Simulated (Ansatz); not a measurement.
hexachlorodisilane (Cl6Si2), singlet, at a GFN2-xTB geometry. Base run: CAM-B3LYP/STO-3G run with Ansatz (a quantum-chemistry and plane-wave program).

The Ansatz input:
Ansatz 0.2 input:
```yaml
crystal:
  periodic: [false, false, false]
  atoms:
    - {symbol: Cl, position_ang: [2.10500227, -0.48858342, -1.56076457]}
    - {symbol: Si, position_ang: [1.15002808, -0.11759071, 0.17786792]}
    - {symbol: Cl, position_ang: [1.92269327, 1.56678871, 0.97681015]}
    - {symbol: Cl, position_ang: [1.52221827, -1.64568561, 1.44232616]}
    - {symbol: Si, position_ang: [-1.15002808, 0.11759071, -0.17786792]}
    - {symbol: Cl, position_ang: [-1.52391777, 1.66420617, -1.41909364]}
    - {symbol: Cl, position_ang: [-1.91738160, -1.55604237, -1.00404894]}
    - {symbol: Cl, position_ang: [-2.10861444, 0.45931652, 1.56477085]}
basis:
  gaussian:
    orbitals: STO-3G
hamiltonian:
  xc: cam_b3lyp
```

The base run was repeated with changes; each row names its change, and settings that it needs were set with it.

| change | ΔE vs base (kcal/mol) |
|---|---|
| base | 0.000 |
| point_charge = charge:-1.0 position_ang:-5.1585, -2.2645, -0.6016 | -1.32 |
| nuclear_model = gaussian | (withheld) |
| lower_state_search = full | 0.000 |
| point_charge = charge:0.5 position_ang:-5.1723, -1.6518, 1.6183 | -0.241 |
| accuracy = high | -0.002 |
| final_grid = 10, 20, 41 | -0.001 |
| final_grid = 4, 8, 17 | (withheld) |
| point_charge = charge:1.0 position_ang:2.8428, 4.8939, -0.2603 | -1.70 |
| final_grid = 14, 28, 59 | -0.001 |
| final_grid = 6, 12, 29 | -0.016 |

What belongs in the gaps?


- nuclear_model = gaussian, ΔE vs base (kcal/mol): 1.20
- final_grid = 4, 8, 17, ΔE vs base (kcal/mol): 0.140
